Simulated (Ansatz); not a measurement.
Molecule: C₂H₇O₂Si (charge 0, doublet). It need not be the lowest isomer of its formula. 
Structure (B3LYP-D3(BJ)/def2-TZVP (Ansatz, a program for electronic structure) minimum search):
```
Si
O 1 1.6425
C 2 1.4187 1 125.14
H 3 1.0895 2 107.77 1 -171.32
H 3 1.0934 4 108.74 2 120.67
H 3 1.0945 4 108.69 5 118.36
O 1 1.6425 2 104.19 3 171.91
C 7 1.4187 1 125.12 2 -171.98
H 8 1.0895 7 107.77 1 170.68
H 8 1.0933 9 108.75 7 -120.65
H 8 1.0946 9 108.68 10 -118.36
H 1 1.5089 2 109.61 3 54.70
```
Charge 0, spin multiplicity 2.

Dipole moments at this geometry, in debye (magnitudes).

| level | program | dipole (D) |
|---|---|---|
| PBE/def2-TZVPD | Ansatz | 0.99 |
| BLYP/def2-TZVPD | Ansatz | 1.02 |
| revPBE/def2-TZVPD | Ansatz | 0.96 |
| B3LYP/def2-TZVPD | Ansatz | 1.16 |
| PBE0/def2-TZVPD | Ansatz | 1.15 |
| BHLYP/def2-TZVPD | Ansatz | 1.34 |
| r2SCANh/def2-TZVPD | Ansatz | 1.11 |
| r2SCAN0/def2-TZVPD | Ansatz | ? |
| HSE06/def2-TZVPD | Ansatz | 1.14 |
| CAM-B3LYP/def2-TZVPD | Ansatz | 1.26 |
| LC-wPBE/def2-TZVPD | Ansatz | 1.27 |
| wB97X-V/def2-TZVPD | Ansatz | 1.21 |
| CCSD(T)/aug-cc-pV(D+d)Z | Ansatz | ? |

What belongs in the gaps?


- r2SCAN0/def2-TZVPD, dipole (D): 1.19
- CCSD(T)/aug-cc-pV(D+d)Z, dipole (D): 1.16
